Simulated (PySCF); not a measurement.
Electron correlation in B (boron, neutral)

[He] 2s2 2p1, 2P determinant. Computed with PySCF 2.14 in x2c-TZVPall, with the spin-free X2C one-electron Hamiltonian (Gaussian nucleus). Frozen: 1s2; 3 electrons correlated.

MP2 pair energies summed by pair of shells (mhartree):

```
 pair  energy  share (%)
2s-2s  -24.40       56.1
2s-2p  -19.11       43.9
```

Total MP2 correlation energy: -43.51 mhartree.

Same-spin part -3.13 and opposite-spin part -40.38 mhartree; SCS-MP2 scales them by 1/3 and 6/5 to -49.50 mhartree.

```json
{"level": "CCSD", "correlation energy (mhartree)": "-64.26"}
{"level": "(T)", "correlation energy (mhartree)": "-1.31"}
{"level": "CCSD(T)", "correlation energy (mhartree)": "-65.57"}
```

Diagnostics: T1 = 0.014, D1 = 0.0259, largest double amplitude 0.107.

Cost of the coupled-cluster step: 0.3 s of wall time on 1 thread of Neoverse-V1 (shared host), for 3 correlated electrons.

Iterations:

```
CC2 = 0
CCSD nocc = (np.int64(2), np.int64(1)), nmo = (30, 30)
frozen orbitals [[0], [0]]
max_cycle = 100
direct = 0
conv_tol = 1e-08
conv_tol_normt = 1e-06
diis_space = 8
diis_start_cycle = 0
Init t2, MP2 energy = -0.0435103392603532
Init E_corr(UCCSD) = -0.0435103392608213
cycle = 1  E_corr(UCCSD) = -0.0552915537995042  dE = -0.0117812145  norm(t1,t2) = 0.0603861
cycle = 2  E_corr(UCCSD) = -0.0598589662341882  dE = -0.00456741243  norm(t1,t2) = 0.0299965
cycle = 3  E_corr(UCCSD) = -0.064264515667678  dE = -0.00440554943  norm(t1,t2) = 0.0161571
cycle = 4  E_corr(UCCSD) = -0.0642244805896189  dE = 4.00350781e-05  norm(t1,t2) = 0.00198107
cycle = 5  E_corr(UCCSD) = -0.0642746921892023  dE = -5.02115996e-05  norm(t1,t2) = 0.000299565
cycle = 6  E_corr(UCCSD) = -0.0642523223886123  dE = 2.23698006e-05  norm(t1,t2) = 7.93833e-05
cycle = 7  E_corr(UCCSD) = -0.0642601024932054  dE = -7.78010459e-06  norm(t1,t2) = 3.02418e-05
cycle = 8  E_corr(UCCSD) = -0.0642593159497224  dE = 7.86543483e-07  norm(t1,t2) = 5.82013e-06
cycle = 9  E_corr(UCCSD) = -0.064259124170263  dE = 1.91779459e-07  norm(t1,t2) = 1.46935e-06
cycle = 10  E_corr(UCCSD) = -0.0642592017279613  dE = -7.75576984e-08  norm(t1,t2) = 4.75924e-07
cycle = 11  E_corr(UCCSD) = -0.064259206753721  dE = -5.02575964e-09  norm(t1,t2) = 9.16967e-08
UCCSD converged
E(UCCSD) = -24.60332322535712  E_corr = -0.06425920675372097
UCCSD(T) correction = -0.00131344005043843
```
